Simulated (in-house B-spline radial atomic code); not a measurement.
**Lu VII (Lu6+): [Kr] 4d10 (4f5/2)6 (4f7/2)7 5s2 (5p1/2)2 (5p3/2)2 (an excited or competing configuration)**

Level of theory: Dirac-Hartree-Fock, average of the jj configuration, Fermi nucleus of rms radius 5.37 fm; calculated with a radial B-spline atomic code at the basis-set limit.

Effective charges: Z_r = [3n² - l(l+1)]/(2<r>) from the radius, Z_e = n√(-2ε) from the energy, and Slater's rules. Values are occupation-weighted means over j. An effective charge above Z reflects the relativistic contraction of the inner shells.

```
shell  electrons   ε (eV)  <r> (bohr)    Z_r    Z_e  Slater
   1s          2   -63796     0.01932  77.64  68.48   70.70
   2s          2   -11062     0.08118  73.91  57.03   66.85
   2p          6  -9791.4     0.07253  68.93  53.65   66.85
   3s          2  -2631.8      0.2116  63.80  41.72   59.75
   3p          6  -2238.8      0.2111  59.20  38.48   59.75
   3d         10  -1739.7      0.1925  54.56  33.92   49.85
   4s          2  -622.39      0.4781  50.20  27.05   43.25
   4p          6  -489.69      0.5065  45.41  24.00   43.25
   4d         10  -307.63      0.5466  38.42  19.02   31.85
   5s          2  -149.79       1.133  33.11  16.59   14.90
   5p          4   -116.4       1.265  28.85  14.62   14.90
   4f         13  -107.95       0.656  27.44  11.27   20.80
```

The least bound orbital is 4f7/2 at -106.9 eV, while the most diffuse is 5p3/2 (<r> = 1.303 bohr against 0.6598 bohr): energy order and size order differ.

For the 1s electron the small component carries 7.11 % of the norm, the zero-frequency Breit interaction raises the level by 212.1 eV, self-energy by 130.8 eV, and vacuum polarisation lowers it by 23.65 eV.

The density falls to 0.001 bohr⁻³ at 2.668 bohr; Σ<r²> = 23.629 bohr² gives, by the non-relativistic formula and without the paramagnetism of open shells, a Langevin diamagnetic susceptibility of -18.71×10⁻⁶ cm³/mol.
